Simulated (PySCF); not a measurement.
SMILES C[C](C)[Te]C(C)C (C₆H₁₃Te), doublet (GFN2-xTB optimised geometry):

```
20

C      2.041    -0.135     0.966
C      1.275    -0.975     0.000
C      1.963    -2.219    -0.455
Te    -0.821    -0.975     0.000
C     -1.034     1.216     0.000
C     -0.321     1.810    -1.197
C     -2.510     1.559     0.002
H      3.010     0.133     0.541
H      1.512     0.781     1.217
H      2.241    -0.678     1.897
H      1.365    -2.756    -1.188
H      2.170    -2.899     0.378
H      2.925    -1.968    -0.905
H     -0.580     1.585     0.920
H      0.726     1.515    -1.209
H     -0.785     1.474    -2.122
H     -0.373     2.899    -1.165
H     -2.645     2.640     0.028
H     -2.994     1.178    -0.896
H     -3.010     1.131     0.869
```

Method: unrestricted CAM-B3LYP/def2-SVP, def2 effective core potentials past Kr in PySCF 2.14.0.

Question: What are the frontier orbital energies (α orbitals alone; a β orbital can be the lowest empty one) and the dipole moment?

Answer: HOMO-2 -9.13 eV, HOMO-1 -7.82 eV, HOMO -5.98 eV, LUMO 0.91 eV, LUMO+1 2.16 eV; dipole moment 1.08 D.

On the same geometry unrestricted PBE/def2-SVP, def2 effective core potentials past Kr in PySCF gives HOMO-2 -6.77 eV, HOMO-1 -5.32 eV, HOMO -3.58 eV, LUMO -1.00 eV, LUMO+1 0.12 eV; dipole moment 1.05 D.
